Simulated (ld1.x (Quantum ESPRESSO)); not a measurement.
**Configuration tests for Br (Z = 35) (RRKJ)**

```
Element                 : Br
Generator               : ld1.x (Quantum ESPRESSO) 7.5
Type                    : norm-conserving RRKJ (Kleinman–Bylander form)
Functional              : PBEsol
Relativity              : scalar-relativistic
Frozen core             : [Ar]
Valence charge          : 17
Reference configuration : 3d10 4s1.75 4p5.25
Partial waves           : 4p (bound): rc 1.45 bohr; 3d (bound): rc 0.85 bohr; 4s (bound): rc 1.40 bohr
Local potential         : the s channel
Core correction         : none
rho0                    : 0.005
```

Energies are relative to the spin-unpolarised reference configuration 3d10 4s1.75 4p5.25; without spin polarisation the order of configurations can differ from experiment. The frozen-core shift is the all-electron ΔE with the core orbitals held at their reference shape minus the fully relaxed ΔE.

Give the all-electron excitation energy and the error of the potential for: 3d10 4s2 4p5; 3d10 4s2 4p4; 3d10 4s2 4p3; 3d9 4s2 4p6; 3d10 4s2 4p2; 3d10 4s2 4p5.3; 3d10 4s2 4p1.

| valence configuration | charge | ΔE all-electron (eV) | error AE − PS (meV) | frozen-core shift (meV) |
| --- | --- | --- | --- | --- |
| 3d10 4s2 4p5 | 0 | -3.076 | +0.1 | -0.1 |
| 3d10 4s2 4p4 | +1 | 9.478 | -3.3 | +1.3 |
| 3d10 4s2 4p3 | +2 | 32.249 | -9.2 | +4.5 |
| 3d9 4s2 4p6 | 0 | 61.239 | -1233 | +439 |
| 3d10 4s2 4p2 | +3 | 66.258 | -11 | +11 |
| 3d10 4s2 4p5.3 | -0.3 | -5.037 | +0.4 | -0.2 |
| 3d10 4s2 4p1 | +4 | 112.323 | +10 | +26 |

ld1.x printed “convergence not achieved” for 7 of the counted tests; their residual had stalled under 1e-8, short of the target of 1e-14. A variational frozen-core shift is positive and of second order in the change. This column holds negative values, so the frozen-core run of ld1.x carries numerical noise or an error of first order here, and the column gives no more than the rough size of the effect.
